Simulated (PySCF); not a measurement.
# Electronic absorption of Sn(OtBu)H3

Compound: Sn(OtBu)H3, C4H12OSn.
SMILES: `[H][Sn]([H])([H])[O]C(C)(C)C`

Computed, not measured: PySCF 2.14.0, density-fitted response routines, TDDFT wB97X-D/def2-SVPD, vertical, gas phase, core orbitals frozen in the response, def2 core potentials past Kr. Isolated species at its PBE0-D3(BJ)/def2-SVP geometry, gas phase. Spin–orbit coupling is left out.

| state | E (eV) | λ (nm) | f | main configurations (H = HOMO, L = LUMO) |
| --- | --- | --- | --- | --- |
| S1 | 5.99 | 207.0 | 0.011 | H→L (72%), H→L+1 (14%) |
| S2 | 6.75 | 183.6 | 0.131 | H-1→L (65%), H-1→L+1 (18%) |
| S3 | 6.91 | 179.4 | 0.0084 | H→L+1 (82%), H→L (13%) |
| S4 | 7.41 | 167.3 | 0.0019 | H→L+2 (88%) |
| S5 | 7.42 | 167.1 | 0.0082 | H-1→L+1 (76%), H-1→L (15%) |
| S6 | 7.80 | 159.0 | 0.0069 | H→L+3 (58%), H-2→L (18%), H-1→L+2 (10%) |
| S7 | 7.87 | 157.5 | 0.0003 | H-3→L (52%), H→L+4 (17%), H-3→L+1 (16%) |
| S8 | 7.92 | 156.6 | 0.019 | H-2→L (40%), H-1→L+2 (32%) |
| S9 | 8.07 | 153.7 | 0.093 | H-1→L+2 (50%), H→L+3 (26%), H-2→L (10%) |
| S10 | 8.18 | 151.6 | 0.0007 | H-1→L+3 (86%) |

Triplets, Tamm–Dancoff:

```
state  E (eV)  λ (nm)  main configurations (H = HOMO, L = LUMO)
   T1    5.58   222.1         H→L (73%), H→L+5 (9%), H→L+1 (9%)
   T2    6.03   205.6                 H-1→L (72%), H-1→L+5 (9%)
   T3    6.67   185.8                               H→L+1 (72%)
   T4    7.06   175.6              H-1→L+1 (55%), H-2→L+1 (15%)
```

The lowest singlet lies at 5.99 eV (207 nm, ultraviolet) and is weak; its leading configuration is HOMO→LUMO (72%). The most intense listed level is S2 at 6.75 eV (184 nm, f = 0.131), 0.76 eV above S1. S4/S5 lie within about 0.01 eV of each other. Löwdin shares by element: HOMO oxygen 58%, carbon 25% or more (atoms not listed hold the other 17%); LUMO tin 49%, hydrogen 23% or more, oxygen 12% (atoms not listed hold the other 16%). Orbital energies (eV): HOMO-3 -11.23, HOMO-2 -11.17, HOMO-1 -9.70, HOMO -9.29, LUMO 1.21, LUMO+1 1.53, LUMO+2 2.35. The listed states span 2.19 eV, and the widest gap between neighbours is 0.76 eV (S1 to S2). Weighted by f, the mean energy of these states is 7.30 eV. Only the lowest 10 singlets were computed, as vertical energies without vibronic structure.
